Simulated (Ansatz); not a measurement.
Coupled-cluster diagnostics for Al₂Te₂ (the lowest singlet isomer of a short search), Ansatz.

Geometry of the singlet (B3LYP-D4/def2-SVP):

```tsv
atom	x (Å)	y (Å)	z (Å)
Al1	-0.0184	0.3941	-1.5492
Al2	0.0204	-0.3963	1.5490
Te3	1.4443	1.3843	0.3349
Te4	-1.4464	-1.3820	-0.3347
```

In the def2 sets Te takes a core potential; there is no spin–orbit coupling. Correlated methods freeze 18 core orbitals; core or outer-core shells of Te are correlated, in sets that lack core-valence functions. The structure comes from a short search, and lower isomers may exist.

Estimate the CCSD(T) correlation energy, the shares of MP2 and (T), T1 and the reference's ⟨S²⟩ for: charge 0, singlet, own geometry in def2-TZVPP; and the rough time on 4 threads of Arm Neoverse V1 on a shared host.


```csv
state,basis,correlation (eV),MP2 share (%),(T) share (%),T1,⟨S²⟩ (pure),wall time,remarks
"charge 0, singlet, own geometry",def2-TZVPP,-28.737,101.3,4.0,0.015,0.00 (0.00),70 s,restricted SCF unstable
```
Customary marks for T1 are 0.02 (closed shells), 0.045 (open shells) and about 0.05 (3d metals). T1 stays under 0.02 throughout.
